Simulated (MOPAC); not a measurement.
MOPAC input (PM7):

```
PM7 FORCE THERMO(298,298) PRECISE LET CHARGE=-1 GEO-OK AUX(PRECISION=9) THREADS=1
C3HO

C     1.60873932 1    1.03870191 1    0.70337227 1
C     0.57127116 1    0.30547770 1    0.40434139 1
C    -0.51994844 1   -0.46206391 1    0.08083376 1
O    -1.11747276 1   -0.51344156 1   -0.99605788 1
H    -0.93514174 1   -1.12815431 1    0.87008157 1
```

From the output:

```
     H    5   0.030062   0.841909   3.040407   1.060379   4.012841

          HEAT OF FORMATION =      31.260011 KCALS/MOLE

          ZERO POINT ENERGY      18.536 KCAL/MOL

           NORMAL COORDINATE ANALYSIS (Total motion = 1 Angstrom)

   Root No.       1         2         3         4         5         6         7         8

                 1 A'      1 A"      2 A'      2 A"      3 A'      4 A'      5 A'      6 A'

                 248.5     336.6     677.5     999.0    1230.3    1372.2    1787.4    2620.2

           1    0.0651    0.0000    0.1060    0.0000   -0.1372    0.0294   -0.0741    0.0043
           2    0.2264   -0.0002   -0.0581   -0.0000   -0.0053   -0.0009    0.0037   -0.0001
           3   -0.0002   -0.1636    0.0001   -0.0111    0.0000    0.0000   -0.0000   -0.0000
           4    0.0649   -0.0000    0.0984   -0.0000   -0.1112    0.0226   -0.0519   -0.0007
           5   -0.2226    0.0003    0.2866    0.0001    0.0357    0.0208   -0.0140   -0.0041
           6    0.0002    0.2817   -0.0003    0.0757   -0.0000   -0.0000    0.0000    0.0000
           7    0.0615    0.0000    0.0630    0.0000    0.1430   -0.0746    0.3530    0.0345
           8   -0.1011   -0.0000   -0.1890   -0.0002   -0.1163    0.0486    0.2865   -0.0536
           9    0.0001   -0.0373    0.0002   -0.1810    0.0001   -0.0000   -0.0003    0.0001
          10   -0.1588    0.0000   -0.2010   -0.0000    0.0493   -0.0240   -0.1613   -0.0013
          11    0.0726   -0.0000   -0.0186    0.0000    0.0577   -0.0773   -0.2035   -0.0078
          12   -0.0001   -0.0300    0.0000    0.0440   -0.0001    0.0001    0.0002    0.0000
          13    0.2395    0.0000    0.0036   -0.0000    0.4738    0.6519   -0.1451   -0.4317
          14    0.0071   -0.0005   -0.1750    0.0006    0.1076    0.4097   -0.0622    0.8123
          15   -0.0000   -0.4874    0.0002    0.6881   -0.0001   -0.0004    0.0001   -0.0008

   Root No.       9

                 7 A'

                3694.7

           1   -0.4358
           2   -0.0004
           3   -0.0000
           4    0.4775
           5    0.0016
           6   -0.0000
           7   -0.0311
           8    0.0026
           9   -0.0000
          10   -0.0056
          11   -0.0046
          12    0.0000
          13   -0.0386
          14    0.0290
          15   -0.0000

           MASS-WEIGHTED COORDINATE ANALYSIS (NORMAL COORDINATES)

   Root No.       1         2         3         4         5         6         7         8

                 1 A'      1 A"      2 A'      2 A"      3 A'      4 A'      5 A'      6 A'

                 248.5     336.6     677.5     999.0    1230.3    1372.2    1787.4    2620.2

           1    0.1585    0.0000    0.2353    0.0000   -0.4476    0.1124   -0.1337    0.0156
           2    0.5513   -0.0004   -0.1290   -0.0000   -0.0172   -0.0033    0.0067   -0.0004
           3   -0.0005   -0.4561    0.0001   -0.0390    0.0000    0.0000   -0.0000   -0.0000
           4    0.1580   -0.0000    0.2184   -0.0000   -0.3628    0.0864   -0.0937   -0.0027
           5   -0.5420    0.0007    0.6362    0.0002    0.1165    0.0798   -0.0253   -0.0150
           6    0.0005    0.7854   -0.0006    0.2662   -0.0001   -0.0001    0.0000    0.0000
           7    0.1497    0.0000    0.1399    0.0000    0.4665   -0.2856    0.6371    0.1257
           8   -0.2462   -0.0001   -0.4195   -0.0006   -0.3795    0.1861    0.5172   -0.1955
           9    0.0002   -0.1040    0.0004   -0.6363    0.0004   -0.0002   -0.0005    0.0002
          10   -0.4463    0.0000   -0.5149   -0.0000    0.1855   -0.1063   -0.3360   -0.0056
          11    0.2040   -0.0001   -0.0477    0.0002    0.2172   -0.3416   -0.4238   -0.0327
          12   -0.0002   -0.0964    0.0000    0.1786   -0.0002    0.0003    0.0004    0.0000
          13    0.1689    0.0000    0.0023   -0.0000    0.4479    0.7231   -0.0758   -0.4560
          14    0.0050   -0.0004   -0.1125    0.0007    0.1017    0.4544   -0.0325    0.8582
          15   -0.0000   -0.3937    0.0001    0.7006   -0.0001   -0.0004    0.0000   -0.0008

   Root No.       9

                 7 A'

                3694.7

           1   -0.6731
           2   -0.0006
           3   -0.0000
           4    0.7376
           5    0.0024
           6   -0.0000
           7   -0.0480
           8    0.0039
           9   -0.0000
          10   -0.0099
          11   -0.0083
          12    0.0000
          13   -0.0173
          14    0.0130
          15   -0.0000

          DESCRIPTION OF VIBRATIONS

 VIBRATION          1    1A'         ATOM PAIR     ENERGY CONTRIBUTION    RADIAL
 FREQUENCY           248.52         C 2 -- C 3         +39.5% (202.5%)      0.0%
 TRANSITION DIPOLE   0.3199         C 1 -- C 2         +22.5% (152.9%)      0.0%
 TRAVEL (Ang.)       0.2772         C 3 -- O 4         +21.6% (149.6%)      0.0%
 REDUCED MASS        3.5310         C 3 -- H 5         +16.4% (130.6%)     71.2%
 EFFECTIVE MASS     20.3846
 FORCE CONSTANT      0.1285

 VIBRATION          2    1A"         ATOM PAIR     ENERGY CONTRIBUTION    RADIAL
 FREQUENCY           336.64         C 1 -- C 2         +43.1% (106.4%)      0.0%
 TRANSITION DIPOLE   0.7791         C 2 -- C 3         +40.3% (103.0%)      0.0%
 TRAVEL (Ang.)       0.1978         C 3 -- H 5         +15.8% ( 64.5%)      0.0%
 REDUCED MASS        5.1175         C 3 -- O 4          +0.8% ( 14.7%)      0.0%
 EFFECTIVE MASS     13.4814
 FORCE CONSTANT      0.3417

 VIBRATION          3    2A'         ATOM PAIR     ENERGY CONTRIBUTION    RADIAL
 FREQUENCY           677.48         C 2 -- C 3         +55.3% (126.8%)      0.7%
 TRANSITION DIPOLE   2.0388         C 3 -- O 4         +16.4% ( 69.1%)      1.9%
 TRAVEL (Ang.)       0.1554         C 3 -- H 5         +14.5% ( 65.0%)     99.5%
 REDUCED MASS        4.1237         C 1 -- C 2         +13.8% ( 63.4%)      0.0%
 EFFECTIVE MASS     13.8517
 FORCE CONSTANT      1.1151

 VIBRATION          4    2A"         ATOM PAIR     ENERGY CONTRIBUTION    RADIAL
 FREQUENCY           999.02         C 3 -- H 5         +64.9% ( 89.9%)      0.0%
 TRANSITION DIPOLE   0.7419         C 2 -- C 3         +18.9% ( 48.5%)      0.0%
 TRAVEL (Ang.)       0.1717         C 3 -- O 4         +15.4% ( 43.7%)      0.0%
 REDUCED MASS        2.2883         C 1 -- C 2          +0.9% ( 10.5%)      0.0%
 EFFECTIVE MASS      5.2241
 FORCE CONSTANT      1.3456

 VIBRATION          5    3A'         ATOM PAIR     ENERGY CONTRIBUTION    RADIAL
 FREQUENCY          1230.29         C 2 -- C 3         +56.1% (110.3%)     73.0%
 TRANSITION DIPOLE   1.6150         C 3 -- H 5         +18.3% ( 63.0%)     81.0%
 TRAVEL (Ang.)       0.1493         C 3 -- O 4         +18.2% ( 62.9%)     21.0%
 REDUCED MASS        2.4588         C 1 -- C 2          +7.4% ( 39.9%)     28.7%
 EFFECTIVE MASS     10.4582
 FORCE CONSTANT      2.1928

 VIBRATION          6    4A'         ATOM PAIR     ENERGY CONTRIBUTION    RADIAL
 FREQUENCY          1372.21         C 3 -- H 5         +71.7% ( 88.7%)      5.2%
 TRANSITION DIPOLE   0.6331         C 3 -- O 4         +14.8% ( 40.4%)     30.8%
 TRAVEL (Ang.)       0.2257         C 2 -- C 3         +12.7% ( 37.3%)     92.1%
 REDUCED MASS        0.9646         C 1 -- C 2          +0.8% (  9.6%)      8.9%
 EFFECTIVE MASS      3.9724
 FORCE CONSTANT      1.0701

 VIBRATION          7    5A'         ATOM PAIR     ENERGY CONTRIBUTION    RADIAL
 FREQUENCY          1787.37         C 3 -- O 4         +48.1% ( 97.1%)     97.8%
```

The dipole moment of an ion depends on the origin.
